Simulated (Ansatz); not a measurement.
Species: C₄H₆B (charge 0, doublet). It need not be the lowest isomer of its formula. 
Coordinates optimised at B3LYP-D3(BJ)/def2-TZVP (Ansatz, a first-principles code):
SMILES: [C]#CB(C)C
```xyz
11

C      0.3995     2.3321     0.6504
C      0.3739     1.1071     0.3095
B     -0.0345    -0.2797    -0.0758
C      1.0932    -1.3575    -0.3080
C     -1.5515    -0.6494    -0.2512
H      1.1371    -1.9689     0.6025
H      2.0907    -0.9571    -0.4816
H      0.8225    -2.0339    -1.1224
H     -2.2390    -0.0087     0.2990
H     -1.7848    -0.5309    -1.3175
H     -1.7447    -1.6958    -0.0058
```
Charge 0, spin multiplicity 2.

Parts of the frozen-core correlation energy in cc-pVTZ (Ansatz, hartree). Frozen orbitals: 5; correlated occupied orbitals by spin: 13 and 12; virtual: 216 and 217. UHF or UKS for open shells. No spin-orbit coupling. Non-relativistic.

| term | value |
|---|---|
| reference (HF) | -179.58250 |
| MP2 opposite-spin | ___ |
| MP2 same-spin | ___ |
| CCSD correlation | ___ |
| (T) | -0.03477 |
| T1 diagnostic | 0.067 |
| largest doubles amplitude | 0.060 |
| <S^2> of the reference | 0.790 |

Task: Complete the blanks.

Result: 
- MP2 opposite-spin, value: -0.53818
- MP2 same-spin, value: -0.15509
- CCSD correlation, value: -0.74962
